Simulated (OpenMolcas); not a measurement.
# Lines of Hf I: computed and rescaled rates

| Property | Result |
| --- | --- |
| Program | OpenMolcas |
| Method | SS-CASPT2, IPEA 0.25 Eh, imaginary shift 0.1 Eh (closed shells correlated: 5s 5p) |
| Basis | ANO-RCC-VTZP [8s7p5d3f2g1h] |
| Scalar Hamiltonian | DKH2, point nucleus |
| Active space | 4 electrons in 11 orbitals (5d 6s 6d) |
| State averaging | 2S+1 = 3 even, 35 roots (19 in the spin-orbit step); 2S+1 = 5 even, 10 roots kept (CI in the orbitals of an earlier block); 2S+1 = 1 even, 14 roots kept (CI in the orbitals of an earlier block) |
| Spin-orbit coupling | RASSI with atomic mean-field integrals over the reference wave functions, term energies averaged over their components |

Rates come from the transition moments of the reference wave functions (E1 and E2 in the length form). At fixed line strength A goes as λ^-3 for E1 and M1 and as λ^-5 for E2, so a rate at the computed wavelength can be rescaled to the measured one. Measured vacuum wavelengths follow from level energies in NIST Handbook of Basic Atomic Spectroscopic Data. Branching counts decays inside the model space alone, at computed energies, and the table is only a selection of the E2 and M1 lines, drawn from those between levels with measured partners whose computed energy lies within a factor of 1.5 of the measured one.

| Upper | Lower | Type | λ computed (nm) | λ measured (nm) | A computed (s-1) | A rescaled (s-1) | Branching % |
| --- | --- | --- | --- | --- | --- | --- | --- |
| 5d2 6s2 3F4 | 5d2 6s2 3F3 | M1 | 3937 | 4523 | 3.20e-01 | 2.11e-01 | 100.0 |
| 5d2 6s2 3F3 | 5d2 6s2 3F2 | M1 | 3678 | 4243 | 4.70e-01 | 3.06e-01 | 100.0 |
| 5d2 6s2 3P0 | 5d2 6s2 3F2 | E2 | 1848 | 1811 | 9.47e-04 | 1.05e-03 | 100.0 |
| 5d2 6s2 3P1 | 5d2 6s2 3F2 | M1 | 1657 | 1521 | 2.93e-02 |  | 84.3 |
| 5d2 6s2 3P1 | 5d2 6s2 3F2 | E2 | 1657 | 1521 | 3.11e-04 | 4.77e-04 | 0.9 |

Spin-changing lines and M1 lines between different terms are not rescaled, since their strength hangs on the term gaps too.

The largest correction is for 5d2 6s2 3F3 → 5d2 6s2 3F2 (M1): 4.70e-01 × (3678 / 4243)^3 = 3.06e-01 s-1, a factor of 0.65.

The computed rate and branching of 5d2 6s2 3P0 → 5d2 6s2 3F2 give the upper level a radiative lifetime of 1.000 / 9.47e-04 s-1 = 1.06e+03 s, counting decays inside the model space alone. The rescaled rate gives about 9.5e+02 s.

No measured rate stands beside these. Rescaling mends the energy factor alone: line strengths can still be far off where a level mixes with configurations outside the active space, and weak or spin-changing lines hang on small mixing coefficients that depend on the term gaps too, so rescaling need not improve them.

CASPT2 breaks the degeneracy within a term, and the mean is taken; among the terms shown or strongly mixed into the levels shown the widest spread is 350 cm-1 (5d2 6s2 3F). Some high roots are left out of the spin-orbit mixing, which shifts the levels that they would mix with. Active for correlation alone: 6d; no level in the range computed is led by a configuration that fills it, so any true level of that kind is missing. Some terms miss by over 15 % even with CASPT2, which points to a basis or an active space too small for the shells correlated. Measured partners are found by configuration, term and J. A level has none where our copy of the source lacks it or the pairing is in doubt (some pairs that miss far off the trend of their configuration count as doubtful). Levels of configurations outside the active space are missing.
